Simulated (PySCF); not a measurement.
# Steps of a relaxation of [YbSF]−

[YbSF]− (singlet in the valence; each metal's 4f electrons, 14 of them, lie in its core potential, out of spins and levels). PySCF 2.14.0, RKS PBE0, Yb lcecp-0-SVP with ECP60, S def2-SVP, F def2-SVP; non-relativistic Hamiltonian with scalar-relativistic core potentials where named; density fitting; no spin-orbit coupling. Origin of the start: template. Columns: position (Å) and force (eV/Å). Energies are counted from the last step; some of the 9 steps are shown. Forces carry noise of the integration grid, about 0.01 to 0.03 eV/Å.

Run from Python with OMP_NUM_THREADS=2. Where DIIS fails, smearing, a level shift and second-order steps follow.
It took 12 s on 2 threads of Arm Neoverse V2, on a shared host, from the converged density of the start.

```xyz
3
step 0  E = 0.095 eV
Yb   -0.1502    0.0000   -0.2178    -1.42    0.00   -0.10
S     2.0903    0.0000    0.7849     1.06    0.00    0.37
F    -2.1421    0.0000    0.6736     0.36    0.00   -0.27
```

```xyz
3
step 3  E = 0.010 eV
Yb   -0.2035    0.0000   -0.1345     0.17    0.00    0.12
S     2.2046    0.0000    0.7605    -0.09    0.00   -0.09
F    -2.2031    0.0000    0.6145    -0.08    0.00   -0.03
```

```xyz
3
step 5  E = 0.002 eV
Yb   -0.2002    0.0000   -0.0449     0.08    0.00    0.08
S     2.2590    0.0000    0.7212    -0.12    0.00   -0.05
F    -2.2609    0.0000    0.5643     0.04    0.00   -0.03
```

Question: Where does the relaxation end?

Answer: It converges at step 8 in Cs:
```xyz
3
step 8  E = 0
Yb   -0.1965    0.0000   -0.0055
S     2.2682    0.0000    0.7030
F    -2.2738    0.0000    0.5431
```

Question: How did the contacts change?

Answer: 
```csv
contact,start (Å),end (Å)
Yb1–S2 (S),2.455,2.565
Yb1–F3 (F),2.182,2.148
```


An lcecp potential fixes the number of 4f electrons, so in runs with it no electron can move into or out of that shell.
